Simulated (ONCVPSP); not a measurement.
# Dy (Z = 66), ONCV: configuration errors across variants

Dy, optimised norm-conserving Vanderbilt (ONCV), made with ONCVPSP 4.0.1 (Wu-Cohen, scalar-relativistic). Core [Xe] 4f9, reference 5d1 6s1 (charge +1). Waves: 6s: rc 3.10 bohr, ncon 4, nbas 7, qcut 1.8 1/bohr, 3 projectors, debl 2.8 Ha; p scattering state at 0.43 Ha: rc 2.75 bohr, ncon 4, nbas 8, qcut 2.6 1/bohr, 2 projectors, debl 0.9 Ha; 5d: rc 2.55 bohr, ncon 4, nbas 9, qcut 5.8 1/bohr, local. Local part: the d channel. Core correction: none.

In the p channel the program set the typed energies aside and used 0.050, 0.950 Ha.

All-electron excitation energies from the reference (eV): (1) 5d1 6s2 -6.870; (2) 5d1 6s0 12.313; (3) 5d1 6s1.5 -4.091; (4) 5d1.5 6s1.5 -5.847.

2 further variants failed, have other tests or too few solved ones, and are left out.

A true bound ghost makes a file unfit for plane-wave use even where its test errors are small: the radial tests pick states by their node count and pass the ghost by.

Errors AE − PS in meV (a dash: test not solved or not reliable):

```csv
change,(1),(2),(3),(4),bound ghosts,GHOST(+) flags above zero
base,-37,+39,-11,-15,p,"s, p"
s: debl 0.7,-37,+39,-12,-15,p,"s, p"
p: nbas 9,-37,+39,-11,-15,p,"s, p"
p: nproj 1,-37,+39,-11,-15,none,s
```

Problem. Give the same row for: p: rc 2.55, qcut 2.8, nproj 0; d: nproj 1; local potential the p channel.

Solution. -39, +31, -12, -20; bound ghosts: none; GHOST(+) flags above zero: s.
